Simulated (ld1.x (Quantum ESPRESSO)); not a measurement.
Scattering properties, TM potential for zinc (Zn)

* Element: zinc
* Generator: ld1.x (Quantum ESPRESSO) 7.5
* Type: norm-conserving Troullier–Martins (Kleinman–Bylander form)
* Functional: PBEsol
* Relativity: fully relativistic
* Frozen core: [Ar]
* Valence charge: 12
* Reference configuration: 3d9 4s0 4p0 (charge +3)
* Partial waves: 4p (bound, empty): rc 2.20 bohr; 3d (bound): rc 1.45 bohr; 4f channel at -0.1 Ry: rc 1.75 bohr; 4s (bound, empty): rc 1.85 bohr
* Local potential: the s channel
* Core correction: a·sin(br)/r model core inside 0.80 bohr

Open shells are filled in proportion to 2j + 1 (rel_dist='average').

The phase is arctan(r·u′/u) with u = r·R(r), unwrapped; energies in Ry, scanned from -6 to 5 Ry. A pole is an energy at which the radial function vanishes at the test radius. The pseudo phase is shifted by a multiple of π to meet the all-electron one at the reference energy, and phase errors are pseudo minus all-electron; the curves can meet again beyond the range given. Levels narrower than the energy grid can be missing from the lists of poles.

For each channel, where are the poles, and over which energies does the pseudopotential scatter like the atom?

```csv
channel,radius (bohr),reference energy (Ry),"poles, all-electron","poles, pseudo",unbroken range about the reference energy with phases within 0.05 rad,phase error 1 Ry above the reference energy (rad)
s,2.41,-2.59,-1.23,-1.25,below 1.0,-0.002
p1/2,2.41,-1.95,-0.08,-0.06,below 2.6,+0.001
p3/2,2.41,-1.93,-0.01,-0.02,below 3.7,-0.001
d3/2,2.41,-3.74,"-3.69, 2.06","-3.69, 3.44",below -1.7,+0.011
d5/2,2.41,-3.71,"-3.66, 2.08","-3.66, 3.46",below -1.7,+0.011
f5/2,2.41,-0.10,3.20,3.24,the whole range,+0.002
f7/2,2.41,-0.10,3.20,3.24,the whole range,+0.002
```

Phases in the f5/2 channel:

```tsv
E (Ry)	all-electron	pseudo
-6.00	1.394	1.394
-5.74	1.390	1.390
-5.48	1.385	1.385
-5.22	1.381	1.381
-4.96	1.375	1.375
-4.70	1.369	1.370
-4.44	1.363	1.363
-4.18	1.356	1.357
-3.92	1.349	1.349
-3.66	1.341	1.341
-3.40	1.331	1.331
-3.14	1.321	1.321
-2.88	1.309	1.309
-2.62	1.295	1.295
-2.36	1.280	1.280
-2.10	1.261	1.261
-1.84	1.239	1.239
-1.58	1.212	1.212
-1.32	1.179	1.179
-1.06	1.137	1.137
-0.80	1.080	1.080
-0.54	1.002	1.002
-0.28	0.888	0.888
-0.02	0.712	0.712
0.24	0.425	0.425
0.50	-0.011	-0.010
0.76	-0.497	-0.496
1.02	-0.862	-0.861
1.28	-1.091	-1.089
1.54	-1.234	-1.233
1.80	-1.331	-1.329
2.06	-1.400	-1.398
2.32	-1.453	-1.450
2.58	-1.495	-1.492
2.84	-1.530	-1.526
3.10	-1.560	-1.556
3.36	-1.588	-1.583
3.62	-1.613	-1.608
3.88	-1.639	-1.632
4.14	-1.665	-1.656
4.40	-1.692	-1.681
4.66	-1.723	-1.708
4.92	-1.759	-1.738
```
